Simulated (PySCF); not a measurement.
CH₉FN₂Si₂, SMILES FC[SiH2]N[SiH2]N. Atoms are numbered in the order given.

```xyz
15

N      3.0212     0.1640    -0.4083
Si     1.7144    -0.9604    -0.2882
N      0.5358    -0.3712     0.8504
Si    -1.1956    -0.2509     0.6642
C     -1.6463     1.2283    -0.4473
F     -3.0304     1.3116    -0.5802
H      3.9579    -0.1634    -0.6214
H      2.8787     1.1165    -0.7297
H      0.9059    -1.1940    -1.5266
H      2.3713    -2.2436     0.0993
H      0.9082    -0.0633     1.7467
H     -1.8001    -0.0371     2.0091
H     -1.7711    -1.4758     0.0417
H     -1.1945     1.1196    -1.4513
H     -1.2666     2.1756    -0.0207
```
Charge 0, spin multiplicity 1.

The structure is a stationary point at B3LYP-D3(BJ)/def2-SVP. This is a generated structure with no PubChem entry under its InChIKey; it may be hypothetical. The values are those of a single conformer.

Method: PBE/def2-TZVP (PySCF).

Gas-phase values at a fixed geometry.

**Question.** Estimate the frontier levels, gap, dipole moment and polarisability. (The exact figures need the calculation; the answer reports its results.)

**Answer.** 
The highest occupied level is -6.02 eV, the lowest empty level is -0.68 eV and the orbital gap is 5.34 eV. The dipole moment is 3.13 D and the quadrupole, principal values (traceless, Buckingham form, about the centre of nuclear charge) comes out as -7.61, 1.04, 6.57 D·Å. The mean static polarisability comes out as 82.3 bohr³ (12.20 Å³). The polarisability, principal values is 72.1, 78.2, 96.8 bohr³.
